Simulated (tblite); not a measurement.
Input of a run (GFN2-xTB geometry optimisation, gas phase (tblite 0.8.0)), started from a force field or distance geometry:
```
{"job": {"kind": "relax", "xc": "GFN2-xTB", "basis": "xTB"}, "charge": 0, "multiplicity": 2}
C      4.165600    -0.084500     1.958100
C      3.214400    -0.202400     0.724800
Si     2.104400    -0.365600    -0.757100
C      0.288900    -0.077700    -0.305600
C     -0.526800    -1.163800     0.104600
C     -1.868100    -0.953900     0.440100
C     -2.404600     0.331900     0.395600
C     -1.606400     1.410200     0.014100
C     -0.269500     1.200000    -0.335800
H      2.219300    -1.714300    -1.367800
H      2.469500     0.630100    -1.804400
H     -0.138300    -2.181200     0.143800
H     -2.487800    -1.791800     0.757400
H     -3.441500     0.488100     0.667100
H     -2.040100     2.414800    -0.021300
H      0.313600     2.069100    -0.625000
```

Output (eV, eV/Å):
```
step      E/eV     max force
  0    -601.65150    9.241
  1    -603.82162    8.477
  2    -598.66993   58.872
  3    -604.14656    6.092
  4    -604.29596    4.179
  5    -604.42390    2.813
  6    -604.44936    1.288
  7    -604.47711    0.551
  8    -604.50006    0.756
  9    -604.50948    0.571
 10    -604.52167    0.242
 11    -604.52672    0.291
 12    -604.53183    0.248
 13    -604.53406    0.152
 14    -604.53559    0.109
 15    -604.53643    0.093
 16    -604.53707    0.077
 17    -604.53755    0.059
 18    -604.53794    0.060
 19    -604.53828    0.059
 20    -604.53857    0.045
 21    -604.53884    0.049
 22    -604.53915    0.061
 23    -604.53956    0.059
 24    -604.54001    0.074
 25    -604.54031    0.049
 26    -604.54045    0.039
 27    -604.54056    0.036
 28    -604.54070    0.040
 29    -604.54089    0.049
 30    -604.54110    0.043
 31    -604.54130    0.041
 32    -604.54149    0.034
 33    -604.54167    0.048
 34    -604.54186    0.041
 35    -604.54202    0.048
 36    -604.54219    0.045
 37    -604.54236    0.041
 38    -604.54249    0.036
 39    -604.54257    0.023
 40    -604.54262    0.026
 41    -604.54269    0.030
 42    -604.54280    0.046
 43    -604.54292    0.041
 44    -604.54300    0.017
 45    -604.54304    0.016
 46    -604.54308    0.024
 47    -604.54314    0.038
 48    -604.54324    0.043
 49    -604.54337    0.031
 50    -604.54349    0.033
 51    -604.54361    0.035
 52    -604.54372    0.042
 53    -604.54381    0.034
 54    -604.54387    0.017
 55    -604.54390    0.015
 56    -604.54393    0.019
 57    -604.54396    0.019
 58    -604.54397    0.010
```

**Question.** Summarise the run.

**Answer.** The energy falls by 2.892 eV over 58 L-BFGS steps, the largest force on an atom goes from 9.24 to 0.010 eV/Å, and the atoms move by 0.131 Å rms after alignment. The bond that changes most is C1≡C2 (ends: carbon bonded to C; carbon bonded to C and Si), which shortens by 0.362 Å. Bonds longer at the end by more than 0.005 Å: 1 of 16; shorter: 11. Among the angles that change most is C2–Si3–C4, from 111.7° to 104.8°. The energy rose by more than 1e-5 eV at step 2. The first step brought 75 % of the lowering.

**Question.** What are the final bond lengths?

**Answer.** C1≡C2 1.200 Å, C2–Si3 1.871 Å, Si3–C4 1.888 Å, C4–C5 1.392 Å, C5–C6 1.383 Å, C6–C7 1.385 Å, C7–C8 1.385 Å, C8–C9 1.383 Å, C4–C9 1.392 Å, Si3–H10 1.467 Å, Si3–H11 1.467 Å, C5–H12 1.081 Å, C6–H13 1.081 Å, C7–H14 1.080 Å, C8–H15 1.081 Å, C9–H16 1.081 Å. Numbering counts from 1 in the input's order; the species is `[C]#C[SiH2]C1=CC=CC=C1` [radical].

Its lowest GFN2-xTB frequency is 8 cm⁻¹, too small to tell a flat minimum from a shallow saddle. 2 starts were optimised and ended at 0.00 and 0.02 kcal/mol (GFN2-xTB); the lowest of these is shown.

Shape of the structure used: `[C:1]#[C:2][SiH2:3][c:4]1[cH:5][cH:6][cH:7][cH:8][cH:9]1`: C2–Si3–C4–C5 -90°.

One conformer stands for the species.

The numbers are calculated, not measured.
